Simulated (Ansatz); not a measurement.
Basis sets compared for `[SeH]CCCCc1ccc(-c2ccc(-c3cccs3)s2)s1`. Total charge 0; singlet. Geometry r2SCAN-D4/def2-SVP. Ansatz on 2 threads of AMD EPYC 7R13 on a shared host and a share (18 GiB) of an NVIDIA H100 80GB HBM3; times are rough, and most runs start from earlier orbitals.

```csv
atom,x (Å),y (Å),z (Å)
Se1,-0.739,1.380,-6.027
C2,-1.530,-0.421,-6.171
C3,-0.741,-1.540,-5.499
C4,-0.416,-1.340,-4.019
C5,-1.653,-1.123,-3.137
C6,-1.340,-1.032,-1.678
C7,-1.704,-1.886,-0.659
C8,-1.208,-1.500,0.613
C9,-0.452,-0.338,0.576
C10,0.207,0.358,1.652
C11,0.913,1.554,1.622
C12,1.433,1.934,2.878
C13,1.131,1.039,3.896
C14,1.493,1.123,5.291
C15,1.989,2.221,5.982
C16,2.252,1.947,7.349
C17,1.955,0.650,7.702
S18,1.362,-0.252,6.357
S19,0.185,-0.288,3.273
S20,-0.361,0.267,-1.060
H21,0.514,1.012,-6.708
H22,-2.528,-0.298,-5.722
H23,-1.684,-0.639,-7.239
H24,0.201,-1.699,-6.053
H25,-1.326,-2.473,-5.624
H26,0.260,-0.474,-3.906
H27,0.138,-2.219,-3.650
H28,-2.365,-1.955,-3.277
H29,-2.175,-0.203,-3.459
H30,-2.321,-2.772,-0.830
H31,-1.399,-2.049,1.539
H32,1.051,2.131,0.704
H33,2.033,2.832,3.042
H34,2.137,3.196,5.514
H35,2.640,2.685,8.055
H36,2.050,0.171,8.676
```

Single mean-field runs in def2-TZVP are fitted with def2-universal-jkfit.

Binding counts from free atoms (Se triplet, C triplet, S triplet, H doublet) in the same basis, without a counterpoise term.

```
           level  functions  energy (Eh)  HOMO (eV)  LUMO (eV)  binding per atom (eV)  wall time
 PBE-D4/def2-SVP        390   -4212.7334      -4.55      -2.30                   4.92        3 s
PBE0-D4/def2-SVP        390   -4212.9658      -5.41      -1.71                   4.81      5.5 s
```

(1) Estimate the rows for PBE-D4/def2-TZVP, PBE0-D4/def2-TZVP (with forces).

Answers

(1) 
| level | functions | energy (Eh) | HOMO (eV) | LUMO (eV) | binding per atom (eV) | wall time |
| --- | --- | --- | --- | --- | --- | --- |
| PBE-D4/def2-TZVP | 751 | -4214.1007 | -4.60 | -2.41 | 4.86 | 5.5 s |
| PBE0-D4/def2-TZVP (with forces) | 751 | -4214.3225 | -5.39 | -1.77 | 4.76 | 6 s |
